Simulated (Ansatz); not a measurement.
Input file for Ansatz (a program for electronic structure): U-CCSD(T)/cc-pV(T+d)Z on CH4OSi (SMILES CO[SiH]), a point of a bond scan (R = 1.704 Å). Files ending in .json are basis or fitting sets from the Basis Set Exchange.

Ansatz 0.2 input:
```yaml
crystal:
  periodic: [false, false, false]
  atoms:
    - {symbol: Si, position_ang: [-0.40795220, -0.67898645, 0.91806636]}
    - {symbol: H, position_ang: [-1.40046871, -1.23938676, -0.34905467]}
    - {symbol: O, position_ang: [0.45056196, 0.41925112, 0.04651040]}
    - {symbol: C, position_ang: [0.38283843, 0.78205128, -1.32615327]}
    - {symbol: H, position_ang: [0.15320104, 1.84590433, -1.40103075]}
    - {symbol: H, position_ang: [1.35331237, 0.59928607, -1.78972690]}
    - {symbol: H, position_ang: [-0.38646891, 0.20274464, -1.84347312]}
basis:
  gaussian:
    orbitals: cc-pV_T+d_Z.json
correlation: {method: ccsd_t, electrons: outside_noble_gas}
scf: {omitted_lower_state_checks: [cluster_reference]}
magnetization: {spin_polarized: true, initial_magnetization: 0}
```

### Question
Give the final energy of this run.

### Answer
-404.5937 hartree (reference determinant -404.0223, T1 diagnostic 0.035).

### Question
How many basis functions does it have, and what does it roughly cost on one machine?

### Answer
155 functions; about 2.7 core-minutes (a rough figure).
